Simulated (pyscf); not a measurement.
## H₂N–Si(SiH₃)(SiH₃)–SiH₂–SiH₃, singlet

Gas-phase minimum from PySCF at ωB97X-D3(BJ)/def2-SVP, one conformer. 

```xyz
19

N      0.1863    -1.8432    -1.7697
Si     0.0506    -0.8725    -0.3202
Si     1.9458    -1.2065     0.9928
Si    -0.2162     1.4320    -0.6507
Si    -1.8518    -1.5990     0.8087
Si    -3.6125    -1.4907    -0.7190
H     -0.6411    -1.9956    -2.3388
H      1.0040    -1.7312    -2.3617
H      3.1828    -0.8764     0.2202
H      1.8831    -0.3111     2.1871
H      2.0369    -2.6240     1.4522
H     -1.4320     1.7134    -1.4749
H      0.9655     2.0176    -1.3565
H     -0.3690     2.1244     0.6656
H     -2.1320    -0.6951     1.9657
H     -1.6944    -2.9975     1.3101
H     -3.2414    -2.2738    -1.9385
H     -4.8888    -2.0405    -0.1758
H     -3.8278    -0.0715    -1.1294
```

Bonded distances (Å): N1–Si2 1.750, N1–H7 1.016, N1–H8 1.016, Si2–Si3 2.330, Si2–Si4 2.343, Si2–Si5 2.328, Si3–H9 1.495, Si3–H10 1.494, Si3–H11 1.493, Si4–H12 1.496, Si4–H13 1.496, Si4–H14 1.495, Si5–Si6 2.334, Si5–H15 1.495 (the first ones only). Bond angles (°): Si2–N1–H7 119.0, Si2–N1–H8 119.0, H7–N1–H8 110.2, N1–Si2–Si3 108.9, N1–Si2–Si4 115.9, N1–Si2–Si5 107.0, Si3–Si2–Si4 108.2, Si3–Si2–Si5 110.3, Si4–Si2–Si5 106.4, Si2–Si3–H9 110.5, Si2–Si3–H10 109.3, Si2–Si3–H11 111.1, H9–Si3–H10 108.4, H9–Si3–H11 108.5 (the first ones only).

Properties at ωB97X-D3(BJ)/def2-SVP:

* **Harmonic wavenumbers, unscaled**: 29, 61, 83, 90, 92, 103, 112, 116, 155, 164, 211, 341, 353, 411, 428, 441, 465, 484, 517, 527, 552, 561, 574, 692, 714, 836, 846, 880, 893, 909, 930, 947, 952, 952, 955, 957, 960, 1560, 2226, 2227, 2229, 2232, 2234, 2235, 2239, 2243, 2248, 2250, 2254, 3601, 3695 cm⁻¹
* **Zero-point energy**: 75.4 kcal/mol
* **Rotational symmetry number**: 1
* **Entropy of this conformer at 298 K and 1 atm, rigid rotor and harmonic oscillator, modes under 100 cm⁻¹ raised to 100**: 491.7 J/(mol K)
* **Dipole moment**: 1.25 D

Single-point totals, which compare only within one level:

| level | total energy (hartree) |
|---|---|
| ωB97X-D3(BJ)/def2-TZVP | -1510.29924 |
| PBE/def2-TZVP | -1509.27625 |
| r²SCAN/def2-TZVP | -1509.94777 |
| B3LYP-D3(BJ)/def2-TZVP | -1510.27072 |
| PBE0-D3(BJ)/def2-TZVP | -1509.45603 |
| M06-2X/def2-TZVP | -1509.96031 |
| ωB97M-D3(BJ)/def2-TZVP | -1510.33237 |

The lowest mode is so soft that the shape along it may change with the basis. Soft torsions are taken as harmonic, which can shift the entropy by several J/(mol K).
